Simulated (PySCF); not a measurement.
C2F4 (SMILES FC(F)=C(F)F), singlet, at a GFN2-xTB geometry; B3LYP/STO-3G run with PySCF.

Here is a job for PySCF.
```python
from pyscf import gto, scf, dft

mol = gto.Mole()
mol.atom = '''
    C    -0.001053    0.002480    0.664375
    C     0.001053   -0.002480   -0.664375
    F     0.002738    1.101181    1.396572
    F    -0.007178   -1.090724    1.404739
    F     0.007178    1.090724   -1.404739
    F    -0.002738   -1.101181   -1.396572
'''
mol.basis = 'sto-3g'
mol.charge = 0
mol.spin = 0
mol.verbose = 4
mol.build()

mf = dft.RKS(mol)
mf.xc = 'b3lyp'
mf.kernel()
mf.analyze()
```

Problem. Predict the main parts of the log of this PySCF run.

Solution. 
```
PySCF version 2.14.0

[INPUT] verbose = 4
[INPUT] num. atoms = 6
[INPUT] num. electrons = 48
[INPUT] charge = 0
[INPUT] spin (= nelec alpha-beta = 2S) = 0
[INPUT] symmetry False subgroup None
[INPUT] Mole.unit = angstrom
[INPUT] Symbol           X                Y                Z      unit          X                Y                Z       unit  Magmom
[...]
nuclear repulsion = 243.612883508379
number of shells = 18
number of NR pGTOs = 90
number of NR cGTOs = 30
basis = sto-3g
ecp = {}

******** <class 'pyscf.dft.rks.RKS'> ********
method = RKS
initial guess = minao
damping factor = 0
level_shift factor = 0
DIIS = <class 'pyscf.scf.diis.CDIIS'>
diis_start_cycle = 1
diis_space = 8
diis_damp = 0
SCF conv_tol = 1e-09
SCF conv_tol_grad = None
SCF max_cycles = 50
direct_scf = True
direct_scf_tol = 1e-13
XC library pyscf.dft.libxc version 7.1.2
    S. Lehtola, C. Steigemann, M. J. T. Oliveira, and M. A. L. Marques,  SoftwareX 7, 1–5 (2018)
XC functionals = b3lyp
    P. J. Stephens, F. J. Devlin, C. F. Chabalowski, and M. J. Frisch,  J. Phys. Chem. 98, 11623 (1994)
radial grids:
    Treutler-Ahlrichs [JCP 102, 346 (1995); DOI:10.1063/1.469408] (M4) radial grids

becke partition: Becke, JCP 88, 2547 (1988); DOI:10.1063/1.454033
pruning grids: <function nwchem_prune>
grids dens level: 3
symmetrized grids: False
atomic radii adjust function: <function treutler_atomic_radii_adjust>
small_rho_cutoff = 0
Set gradient conv threshold to 3.16228e-05
Initial guess from minao.
tot grids = 85288
init E= -469.818735672849
[...]
cycle= 1 E= -468.571311469524  delta_E= 1.25  |g|= 0.711  |ddm|= 3.64
[...]
cycle= 2 E= -468.45897381758  delta_E= 0.112  |g|=    1  |ddm|= 2.15
[...]
cycle= 3 E= -468.741813162138  delta_E= -0.283  |g|= 0.0131  |ddm|=  1.2
[...]
cycle= 4 E= -468.741875739339  delta_E= -6.26e-05  |g|= 0.000955  |ddm|= 0.0224
[...]
cycle= 5 E= -468.74187603486  delta_E= -2.96e-07  |g|= 0.000113  |ddm|= 0.0013
[...]
cycle= 6 E= -468.741876038654  delta_E= -3.79e-09  |g|= 1.38e-06  |ddm|= 0.000153
[...]
cycle= 7 E= -468.741876038654  delta_E= -3.41e-13  |g|= 1.75e-07  |ddm|= 2.62e-06
[...]
Extra cycle  E= -468.741876038654  delta_E= -1.14e-13  |g|= 2.01e-07  |ddm|= 4.55e-07
converged SCF energy = -468.741876038654
**** SCF Summaries ****
Total Energy =                        -468.741876038654027
Nuclear Repulsion Energy =             243.612883508379099
One-electron Energy =                -1138.934691782219033
Two-electron Energy =                  426.579932235185936
Two-electron Coulomb Energy =          479.548679885603008
DFT Exchange-Correlation Energy =      -52.968747650417072
HOMO-LUMO gap [eV] =                     7.025073142944716
**** MO energy ****
[...]
 ** Mulliken pop on meta-lowdin orthogonal AOs  **
 ** Mulliken pop  **
[...]
 ** Mulliken atomic charges  **
charge of    0C =      0.04418
charge of    1C =      0.04418
charge of    2F =     -0.02209
charge of    3F =     -0.02209
charge of    4F =     -0.02209
charge of    5F =     -0.02209
Dipole moment(X, Y, Z, Debye):  0.00000,  0.00000, -0.00000
```
